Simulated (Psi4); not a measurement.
P2 (SMILES P#P), singlet, geometry from GFN2-xTB; M06-2X/6-31G* (Psi4).

Here is a job for Psi4.
```
memory 2 GB

molecule mol {
0 1
P    -0.000000   -0.000000   -0.960484
P     0.000000    0.000000    0.960484
}

set {
  basis 6-31g*
  reference rks
  scf_type dfdirj+link
}

energy('m06-2x')
print_variables()
```

The log (banner, timings and long lists left out):

```
   => Loading Basis Set <=

    Name: 6-31G*
    Role: ORBITAL
    Keyword: BASIS

         ---------------------------------------------------------
                                   SCF
               by Justin Turney, Rob Parrish, Andy Simmonett
                          and Daniel G. A. Smith
                              RKS Reference
         ---------------------------------------------------------

  ==> Geometry <==

    Molecular point group: d2h
    Full point group: D_inf_h

    Geometry (in Angstrom), charge = 0, multiplicity = 1:

       Center              X                  Y                   Z               Mass
    ------------   -----------------  -----------------  -----------------  -----------------
         P            0.000000000000     0.000000000000    -0.960484000000    30.973761998420
         P            0.000000000000     0.000000000000     0.960484000000    30.973761998420

  Running in d2h symmetry.

  Rotational constants: A = ************  B =      0.29498  C =      0.29498 [cm^-1]
  Rotational constants: A = ************  B =   8843.27188  C =   8843.27188 [MHz]
  Nuclear repulsion =   61.981705265652522

  Charge       = 0
  Multiplicity = 1
  Electrons    = 30
  Nalpha       = 15
  Nbeta        = 15

  ==> Algorithm <==

  SCF Algorithm Type is DFDIRJ+LINK.
  DIIS enabled.
  MOM disabled.
  Fractional occupation disabled.
  Guess Type is SAD.
  Energy threshold   = 1.00e-06
  Density threshold  = 1.00e-06
  Integral threshold = 1.00e-12

  ==> Primary Basis <==

  Basis Set: 6-31G*
    Blend: 6-31G*
    Number of shells: 16
    Number of basis functions: 38
    Number of Cartesian functions: 38
    Spherical Harmonics?: false
    Max angular momentum: 2

  ==> DFT Potential <==

   => LibXC <=

    Version 7.1.2
    S. Lehtola, C. Steigemann, M. J. T. Oliveira, and M. A. L. Marques,  SoftwareX 7, 1–5 (2018) (10.1016/j.softx.2017.11.002)

   => Composite Functional: M06-2X <=

    Hybrid M06-2X Meta-GGA XC Functional  (10.1007/s00214-007-0310-x)
    Y. Zhao and D. G. Truhlar,  Theor. Chem. Acc., 120, 215, 2008

    Deriv               =              1
    GGA                 =           TRUE
    Meta                =           TRUE

    Exchange Hybrid     =           TRUE
    MP2 Hybrid          =          FALSE

   => Exchange Functionals <=

    1.0000   XC_HYB_MGGA_X_M06_2X

   => Exact (HF) Exchange <=

    0.5400               HF

   => Correlation Functionals <=

    1.0000   XC_MGGA_C_M06_2X

   => LibXC Density Thresholds  <==

    XC_MGGA_C_M06_2X:  1.00E-12
    XC_HYB_MGGA_X_M06_2X:  1.00E-15

   => Molecular Quadrature <=

    Radial Scheme          =       TREUTLER
    Pruning Scheme         =           NONE
    Nuclear Scheme         =       TREUTLER

    Blocking Scheme        =         OCTREE
    BS radius alpha        =              1
    Pruning alpha          =              1
    Radial Points          =             75
    Spherical Points       =            302
    Total Points           =          41378
    Total Blocks           =            376
    Max Points             =            255
    Max Functions          =             37
    Weights Tolerance      =       1.00E-15

   => Loading Basis Set <=

    Name: (6-31G* AUX)
    Role: JKFIT
    Keyword: DF_BASIS_SCF

  ==> Integral Setup <==

  ==> CompositeJK: Mix-and-Match J+K Algorithm Combos <==

    J tasked:                  Yes
    J algorithm:           DF-DirJ
    K tasked:                  Yes
    K algorithm:              LinK
    wK tasked:                  No
    Integrals threads:           1
    Incremental Fock:           No
    Screening Type:           CSAM

  ==> DF-DirJ: Integral-Direct Density-Fitted J <==

    J Screening Cutoff:      1E-12

  ==> LinK: Linear Exchange K <==

    K Screening Cutoff:      1E-12

  Minimum eigenvalue in the overlap matrix is 1.0971173107E-02.
  Reciprocal condition number of the overlap matrix is 2.7798052479E-03.
    Using symmetric orthogonalization.

  ==> Pre-Iterations <==

  SCF Guess: Superposition of Atomic Densities via on-the-fly atomic UHF (no occupation information).

   -------------------------
    Irrep   Nso     Nmo
   -------------------------
     Ag        10      10
     B1g        1       1
     B2g        4       4
     B3g        4       4
     Au         1       1
     B1u       10      10
     B2u        4       4
     B3u        4       4
   -------------------------
    Total      38      38
   -------------------------

  ==> Iterations <==

                        Total Energy        Delta E     RMS |[F,P]|

   @RKS iter SAD:  -682.16466446709285   -6.82165e+02   0.00000e+00
   @RKS iter   1:  -682.58896367755017   -4.24299e-01   1.00769e-02 ADIIS/DIIS
   @RKS iter   2:  -682.60247238506486   -1.35087e-02   5.13589e-03 ADIIS/DIIS
   @RKS iter   3:  -682.60738598094622   -4.91360e-03   5.18220e-04 ADIIS/DIIS
   @RKS iter   4:  -682.60743065221573   -4.46713e-05   3.55923e-05 DIIS
   @RKS iter   5:  -682.60743116298306   -5.10767e-07   2.97130e-06 DIIS
   @RKS iter   6:  -682.60743116702884   -4.04577e-09   4.05054e-07 DIIS
  Energy and wave function converged.

  ==> Post-Iterations <==

   Electrons on quadrature grid:
      Ntotal   =   29.9999972945 ; deviation = -2.705e-06

    Orbital Energies [Eh]
    ---------------------

    Doubly Occupied:

       1B1u  -78.074284     1Ag   -78.074266     2Ag    -6.883226
       2B1u   -6.882820     1B2u   -4.995970     1B3u   -4.995970
       1B3g   -4.995830     1B2g   -4.995830     3Ag    -4.994903
       3B1u   -4.993355     4Ag    -0.760443     4B1u   -0.527868
       5Ag    -0.343587     2B2u   -0.329069     2B3u   -0.329069

    Virtual:

       2B3g   -0.065111     2B2g   -0.065111     5B1u    0.095291
       6Ag     0.207955     7Ag     0.287167     3B2u    0.323443
       3B3u    0.323443     6B1u    0.353105     3B3g    0.392735
       3B2g    0.392735     7B1u    0.507699     4B2u    0.565059
       4B3u    0.565059     1B1g    0.668894     8Ag     0.668901
       8B1u    0.758698     1Au     0.758702     9Ag     0.785757
       4B2g    0.959482     4B3g    0.959482     9B1u    1.301743
      10Ag     3.410281    10B1u    3.517403

    Final Occupation by Irrep:
             Ag   B1g   B2g   B3g    Au   B1u   B2u   B3u
    DOCC [     5,    0,    1,    1,    0,    4,    2,    2 ]
    NA   [     5,    0,    1,    1,    0,    4,    2,    2 ]
    NB   [     5,    0,    1,    1,    0,    4,    2,    2 ]

  @RKS Final Energy:  -682.60743116702884

   => Energetics <=

    Nuclear Repulsion Energy =             61.9817052656525220
    One-Electron Energy =               -1067.0102299166280773
    Two-Electron Energy =                 344.3881148752109880
    DFT Exchange-Correlation Energy =     -21.9670213912642041
    Empirical Dispersion Energy =           0.0000000000000000
    VV10 Nonlocal Energy =                  0.0000000000000000
    Total Energy =                       -682.6074311670287216

Computation Completed

Properties will be evaluated at   0.000000,   0.000000,   0.000000 [a0]

Properties computed using the SCF density matrix

 Multipole Moments:

 ------------------------------------------------------------------------------------
     Multipole            Electronic (a.u.)      Nuclear  (a.u.)        Total (a.u.)
 ------------------------------------------------------------------------------------

 L = 1.  Multiply by 2.5417464519 to convert [e a0] to [Debye]
 Dipole X            :          0.0000000            0.0000000            0.0000000
 Dipole Y            :          0.0000000            0.0000000            0.0000000
 Dipole Z            :          0.0000000            0.0000000            0.0000000
 Magnitude           :                                                    0.0000000

 ------------------------------------------------------------------------------------

  Variable Map:
  ----------------------------------------------------------------------------
  "CURRENT ENERGY"              =>    -682.607431167029
  "CURRENT REFERENCE ENERGY"    =>    -682.607431167029
  "DD SOLVATION ENERGY"         =>       0.000000000000
  "DFT FUNCTIONAL TOTAL ENERGY" =>    -682.607431167029
  "DFT TOTAL ENERGY"            =>    -682.607431167029
  "DFT VV10 ENERGY"             =>       0.000000000000
  "DFT XC ENERGY"               =>     -21.967021391264
  "GRID ELECTRONS ALPHA"        =>      14.999998647254
  "GRID ELECTRONS BETA"         =>      14.999998647254
  "GRID ELECTRONS TOTAL"        =>      29.999997294508
  "NUCLEAR REPULSION ENERGY"    =>      61.981705265653
  "ONE-ELECTRON ENERGY"         =>   -1067.010229916628
  "PCM POLARIZATION ENERGY"     =>       0.000000000000
  "PE ENERGY"                   =>       0.000000000000
  "SCF ITERATION ENERGY"        =>    -682.607431167029
  "SCF ITERATIONS"              =>       6.000000000000
  "SCF TOTAL ENERGY"            =>    -682.607431167029
  "TWO-ELECTRON ENERGY"         =>     344.388114875211
  "XC GRID RADIAL POINTS"       =>      75.000000000000
  "XC GRID SPHERICAL POINTS"    =>     302.000000000000
  "XC GRID TOTAL POINTS"        =>   41378.000000000000

  Array Variable Map:
  ----------------------------------------------------------------------------
  "CURRENT DIPOLE"              =>       0.000000000000 ... 0.000000000000 1 by 3
  "SCF DIPOLE"                  =>       0.000000000000 ... 0.000000000000 1 by 3
  "SCF TOTAL ENERGIES"          =>    -682.164664467093 ... -682.607431167029 1 by 7
```
